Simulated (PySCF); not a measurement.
Computed structure and properties of [Ce(NH3)6]4+

System: [Ce(NH3)6]4+ (singlet; a saddle point, relaxed within its symmetry); start: template (Ci). Method: PySCF 2.14.0, RKS BP86, Ce lcecp-2-SVP with ECP46, N def2-SVP, H def2-SVP; non-relativistic Hamiltonian with scalar-relativistic core potentials where named; density fitting; no spin-orbit coupling.

Input of the relaxation:

```python
mol = gto.M(atom='''
Ce     0.00000     0.00000     0.00000
N      0.00000     0.00000     2.46750
H      0.81330     0.46960     2.86550
H     -0.81330     0.46960     2.86550
H      0.00000    -0.93920     2.86550
N      0.00000     0.00000    -2.46750
H      0.81330    -0.46960    -2.86550
H     -0.81330    -0.46960    -2.86550
H      0.00000     0.93920    -2.86550
N      2.46750     0.00000     0.00000
H      2.86550    -0.46960     0.81330
H      2.86550    -0.46960    -0.81330
H      2.86550     0.93920     0.00000
N      0.00000     2.46750     0.00000
H      0.46960     2.86550     0.81330
H      0.46960     2.86550    -0.81330
H     -0.93920     2.86550     0.00000
N     -2.46750     0.00000     0.00000
H     -2.86550     0.46960     0.81330
H     -2.86550     0.46960    -0.81330
H     -2.86550    -0.93920     0.00000
N      0.00000    -2.46750     0.00000
H     -0.46960    -2.86550     0.81330
H     -0.46960    -2.86550    -0.81330
H      0.93920    -2.86550     0.00000''',
    basis={'Ce': 'lcecp-2-SVP', 'N': 'def2-SVP', 'H': 'def2-SVP'},
    ecp={'Ce': 'lcecp-2-SVP'},
    charge=4, spin=0)
mf = dft.RKS(mol, xc='B88,P86')
mf.grids.atom_grid = (50, 194)  # f atoms: unpruned, at least (60, 302)
mf = mf.density_fit()  # fitting sets: Ce AutoAux, N def2-universal-JKFIT, H def2-universal-JKFIT
mf.conv_tol = 1e-08; mf.max_cycle = 55
mf.kernel(dm0)  # dm0: converged density of the start geometry
# quasi-Newton relaxation in Cartesian coordinates to a largest gradient under 0.00045 Eh/bohr, steps kept in the point group
```

Run from Python with OMP_NUM_THREADS=4; the lines above give its settings. Where DIIS fails, smearing, a level shift and second-order steps follow.
It took 2.5 min on 4 threads of Arm Neoverse V1, with other jobs on the host, from the converged density of the start.

Course of the relaxation:

```csv
step,energy above end (eV),largest force component within the symmetry (eV/Å)
0,0.6481,1.517
1,0.2571,0.362
2,0.0908,0.267
3,0.0309,0.379
4,0.0091,0.215
5,0.0030,0.052
6,0.0018,0.016
7,0.0015,0.013
8,0.0013,0.016
9,0.0009,0.032
10,0.0006,0.042
11,0.0002,0.030
12,0.0000,0.006
```

Relaxed geometry (Ci):

```xyz
25

Ce    0.0000    0.0000    0.0000
N     0.0268    0.0310    2.5363
H     0.8447    0.5063    2.9876
H    -0.7809    0.5053    3.0066
H     0.0330   -0.9017    3.0145
N    -0.0268   -0.0310   -2.5363
H     0.7809   -0.5053   -3.0066
H    -0.8447   -0.5063   -2.9876
H    -0.0330    0.9017   -3.0145
N     2.5363   -0.0020    0.0059
H     2.9990   -0.4718    0.8207
H     3.0077   -0.4693   -0.8052
H     3.0014    0.9373    0.0084
N     0.0000    2.5360    0.0295
H     0.3800    2.9905    0.8941
H     0.5509    3.0146   -0.7230
H    -0.9349    3.0013   -0.0619
N    -2.5363    0.0020   -0.0059
H    -3.0077    0.4693    0.8052
H    -2.9990    0.4718   -0.8207
H    -3.0014   -0.9373   -0.0084
N     0.0000   -2.5360   -0.0295
H    -0.5509   -3.0146    0.7230
H    -0.3800   -2.9905   -0.8941
H     0.9349   -3.0013    0.0619
```

| contact | Å |
| --- | --- |
| Ce1–N2 (NH3) | 2.537 |
| Ce1–N6 (NH3) | 2.537 |
| Ce1–N10 (NH3) | 2.536 |
| Ce1–N14 (NH3) | 2.536 |
| Ce1–N18 (NH3) | 2.536 |
| Ce1–N22 (NH3) | 2.536 |

On the finer grid (75, 302):

The HOMO is not given (4f levels lie in the core). The LUMO is not given (4f levels lie in the core) and the dipole about the centre of mass is 0.00 D. The set of Mulliken populations of Ce1 outside the core potential is s 2.40, p 6.37, d 1.59, f 0.09 and the D3(BJ) dispersion energy (not in the energies) is -0.986 eV.

```csv
atom,Mulliken (e),Löwdin (e),spin (e)
Ce1,1.56,1.40,0.00
N2,-0.38,-0.08,0.00
H3,0.26,0.17,0.00
H4,0.26,0.17,0.00
H5,0.26,0.17,0.00
N6,-0.38,-0.08,0.00
H7,0.26,0.17,0.00
H8,0.26,0.17,0.00
H9,0.26,0.17,0.00
N10,-0.38,-0.08,0.00
H11,0.26,0.17,0.00
H12,0.26,0.17,0.00
H13,0.26,0.17,0.00
N14,-0.38,-0.08,0.00
H15,0.26,0.17,0.00
H16,0.26,0.17,0.00
H17,0.26,0.17,0.00
N18,-0.38,-0.08,0.00
H19,0.26,0.17,0.00
H20,0.26,0.17,0.00
H21,0.26,0.17,0.00
N22,-0.38,-0.08,0.00
H23,0.26,0.17,0.00
H24,0.26,0.17,0.00
H25,0.26,0.17,0.00
```

The large-core potential holds the 4f shell empty.

On the grid (50, 194), as all that follows. Harmonic modes: 7 unstable, so a saddle point once the symmetry is let go (counted below −25 cm⁻¹); lowest -103 cm⁻¹ (negative: unstable), highest 3282 cm⁻¹, zero-point energy 5.920 eV.

Taking off one NH3 (charge 0, singlet; the rest: singlet) in vacuum, both parts rigid, costs 3.70 eV; the small basis without counterpoise inflates it. Parting with an electron moved from the ligand to the metal can be far cheaper, even downhill.

Rigid scan of NH3 along the line from its metal:

(distance to N2 (Å), energy (eV)): (2.24, 0.409), (2.34, 0.158), (2.44, 0.034), (2.54, 0.000), (2.64, 0.026), (2.74, 0.092), (2.94, 0.291)

One start shape was tried, so this needn't be the lowest isomer.
